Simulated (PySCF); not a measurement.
First-order multiplets

Geometry:
```
atom   x (Å)   y (Å)   z (Å)
 Cu1  -0.005   0.011  -1.335
  C2  -0.383   0.556   0.655
  C3   0.388  -0.567   0.641
  H4   0.061   1.553   0.740
  H5  -1.474   0.499   0.738
  H6  -0.055  -1.566   0.712
  H7   1.479  -0.511   0.715
  H8  -0.011   0.025  -2.866
```

- NMR shieldings at B3LYP/pcSseg-1 (pcSseg-2 on Cu)/GIAO
- PBE0-D3(BJ)/def2-SVP structure
- J couplings at PBE/pcJ-1 (pcSseg-1 on Cu)
- program: PySCF
- non-relativistic Hamiltonian, equivalent nuclei averaged, one conformer, isolated molecule

Referencing at the same level of theory: 1H vs TMS.

Spectrometer: 800 MHz for 1H. First-order analysis; couplings under 1 Hz (under 4 Hz in carbon signals) are ignored, and nearly equal couplings are merged; the smaller ones broaden or split the lines further.

Question: What pattern does H8 show (1H)?

Answer: A quintet at δ 3.31: 1.8 Hz to H4/H5/H6/H7 (4 × 1H, 3 bonds away). Lines in Hz from the centre (relative intensity): +3.6 (1), +1.8 (4), +0.0 (6), -1.8 (4), -3.6 (1). The outer lines are 7.2 Hz apart, the sum of the couplings kept, or 0.009 ppm at this field.

Question: What pattern does H4/H5/H6/H7 show (1H)?

Answer: A doublet at δ 5.47: 1.8 Hz to H8 (1 × 1H, 3 bonds away). Lines in Hz from the centre (relative intensity): +0.9 (1), -0.9 (1). The outer lines are 1.8 Hz apart, the sum of the couplings kept, or 0.002 ppm at this field.
